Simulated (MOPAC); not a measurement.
Constitutional and geometric isomers with formula H5B3O. All species are isolated molecules in the gas phase. One relaxed conformer stands for each flexible species; it need not be the lowest. Strings in code marks are SMILES.

Quantity: electronic energy of isomers of H5B3O relative to `BBOB`, in kJ/mol. Semi-empirical values (MOPAC) are differences of heats of formation.

Case: `BB(B)O`. Geometry of `BB(B)O` (neutral, multiplicity 1, Å):

```xyz
9

B      1.3022    -0.5561    -0.0958
B     -0.0488     0.4115     0.1082
B     -1.5096    -0.3747    -0.1620
O     -0.0601     1.7421     0.4641
H      1.7460    -1.2240     0.7958
H      1.8265    -0.6971    -1.1650
H     -1.9964    -0.4461    -1.2550
H     -2.0775    -0.9699     0.7098
H      0.8177     2.1142     0.5998
```

Q: Estimate the electronic energy of isomers of H5B3O relative to `BBOB` that PM3 // r2SCAN-D4/def2-TZVP (MOPAC) returns for this input.

A: 141.6 kJ/mol.
